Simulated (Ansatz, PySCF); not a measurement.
Here is a job for Ansatz (an electronic-structure program).
Ansatz 0.2 input:
```yaml
crystal:
  periodic: [false, false, false]
  atoms:
    - {symbol: Se, position_ang: [-0.00260000, 0.66900000, 0.00000000]}
    - {symbol: H, position_ang: [-1.03130000, -0.33780000, 0.00000000]}
    - {symbol: H, position_ang: [1.03390000, -0.33120000, -0.00000000]}
basis:
  gaussian:
    orbitals: def2-SVP
hamiltonian:
  xc: r2scan
magnetization: {spin_polarized: true, initial_magnetization: 2}
accuracy: high
```

Question: Write the same job for PySCF.

Answer: This is not unique; one that fits is 
```python
from pyscf import gto, scf, dft

mol = gto.Mole()
mol.atom = '''
    Se   -0.00260000    0.66900000    0.00000000
    H    -1.03130000   -0.33780000    0.00000000
    H     1.03390000   -0.33120000   -0.00000000
'''
mol.basis = 'def2-svp'
mol.spin = 2
mol.verbose = 4
mol.build()

mf = dft.UKS(mol)
mf.xc = 'r2scan'
mf.grids.atom_grid = (99, 590)
mf.grids.prune = None
mf.kernel()
```

Both were run: Ansatz gave -2402.254148 Eh and PySCF -2402.254171 Eh, 0.023 mEh apart.
